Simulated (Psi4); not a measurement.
Cl3Ti (SMILES [Cl][Ti]([Cl])[Cl]), doublet, at a GFN2-xTB geometry (such geometries of metal compounds can be far from the true shape); SVWN/6-31G* run with Psi4.

Input for Psi4:
```
memory 2 GB

molecule mol {
0 2
Ti
Cl 1 2.115617
Cl 1 2.115617 2 115.349973
Cl 1 2.115617 2 115.349973 3 138.477789
}

set basis 6-31g*
set reference uks

energy('svwn')
print_variables()
```

Write the output that Psi4 gives for this input, abridged.


```
   => Loading Basis Set <=

    Name: 6-31G*
    Role: ORBITAL
    Keyword: BASIS

         ---------------------------------------------------------
                                   SCF
               by Justin Turney, Rob Parrish, Andy Simmonett
                          and Daniel G. A. Smith
                              UKS Reference
         ---------------------------------------------------------

  ==> Geometry <==

    Molecular point group: cs
    Full point group: Cs

    Geometry (in Angstrom), charge = 0, multiplicity = 2:

       Center              X                  Y                   Z               Mass
    ------------   -----------------  -----------------  -----------------  -----------------
         TI           0.310085398744    -0.069553617760     0.000000000000    47.947941980000
         CL           0.310085398744     2.046063382240     0.000000000000    34.968852682000
         CL          -0.367631268448    -0.975347072193     1.787756590704    34.968852682000
         CL          -0.367631268448    -0.975347072193    -1.787756590704    34.968852682000

  Running in cs symmetry.

  Rotational constants: A =      0.07311  B =      0.07311  C =      0.03771 [cm^-1]
  Rotational constants: A =   2191.75833  B =   2191.75830  C =   1130.47001 [MHz]
  Nuclear repulsion =  408.961067478739778

  Charge       = 0
  Multiplicity = 2
  Electrons    = 73
  Nalpha       = 37
  Nbeta        = 36

  ==> Algorithm <==

  SCF Algorithm Type is DF.
  DIIS enabled.
  MOM disabled.
  Fractional occupation disabled.
  Guess Type is SAD.
  Energy threshold   = 1.00e-06
  Density threshold  = 1.00e-06
  Integral threshold = 1.00e-12

  ==> Primary Basis <==

  Basis Set: 6-31G*
    Blend: 6-31G*
    Number of shells: 36
    Number of basis functions: 96
    Number of Cartesian functions: 96
    Spherical Harmonics?: false
    Max angular momentum: 3

  ==> DFT Potential <==

   => LibXC <=

    Version 7.1.2
    S. Lehtola, C. Steigemann, M. J. T. Oliveira, and M. A. L. Marques,  SoftwareX 7, 1–5 (2018) (10.1016/j.softx.2017.11.002)

   => Composite Functional: SVWN <=

    Slater exchange
    Vosko, Wilk & Nusair (VWN5_RPA)
    P. A. M. Dirac,  Math. Proc. Cambridge Philos. Soc. 26, 376 (1930) (10.1017/S0305004100016108)
    F. Bloch,  Z. Phys. 57, 545 (1929) (10.1007/BF01340281)
    S. H. Vosko, L. Wilk, and M. Nusair,  Can. J. Phys. 58, 1200 (1980) (10.1139/p80-159)

    Deriv               =              1
[...]

   @Spin Contamination Metric:   4.536937016E-03
   @S^2 Expected:                7.500000000E-01
   @S^2 Observed:                7.545369370E-01
   @S   Expected:                5.000000000E-01
   @S   Observed:                5.000000000E-01

    Orbital Energies [Eh]
    ---------------------

    Alpha Occupied:

[...]
      24Ap    -0.200451

    Alpha Virtual:

[...]
    Beta Occupied:

[...]
    Beta Virtual:

[...]
    Final Occupation by Irrep:
             Ap   App
    DOCC [    23,   13 ]
    SOCC [     1,    0 ]
    NA   [    24,   13 ]
    NB   [    23,   13 ]

  @DF-UKS Final Energy: -2225.16882492288823

   => Energetics <=

    Nuclear Repulsion Energy =            408.9610674787397784
    One-Electron Energy =               -3885.4714362703298320
    Two-Electron Energy =                1373.1943442972005869
    DFT Exchange-Correlation Energy =    -121.8528004284990516
    Empirical Dispersion Energy =           0.0000000000000000
    VV10 Nonlocal Energy =                  0.0000000000000000
    Total Energy =                      -2225.1688249228882341

  UHF NO Occupations:
  HONO-2 :   13App 1.9994020
  HONO-1 :   23 Ap 1.9994020
  HONO-0 :   24 Ap 1.0000000
  LUNO+0 :   25 Ap 0.0005980
  LUNO+1 :   14App 0.0005980
  LUNO+2 :   26 Ap 0.0003441
  LUNO+3 :   15App 0.0003441

Computation Completed

Properties will be evaluated at   0.000000,   0.000000,   0.000000 [a0]

Properties computed using the SCF density matrix

 Multipole Moments:

 ------------------------------------------------------------------------------------
     Multipole            Electronic (a.u.)      Nuclear  (a.u.)        Total (a.u.)
 ------------------------------------------------------------------------------------

 L = 1.  Multiply by 2.5417464519 to convert [e a0] to [Debye]
 Dipole X            :          1.2566969           -0.7674793            0.4892175
 Dipole Y            :         -0.2819828            0.1721492           -0.1098336
 Dipole Z            :          0.0000000            0.0000000            0.0000000
 Magnitude           :                                                    0.5013952

 ------------------------------------------------------------------------------------

  Variable Map:
  ----------------------------------------------------------------------------
[...]
  Array Variable Map:
  ----------------------------------------------------------------------------
[...]
[...]
```
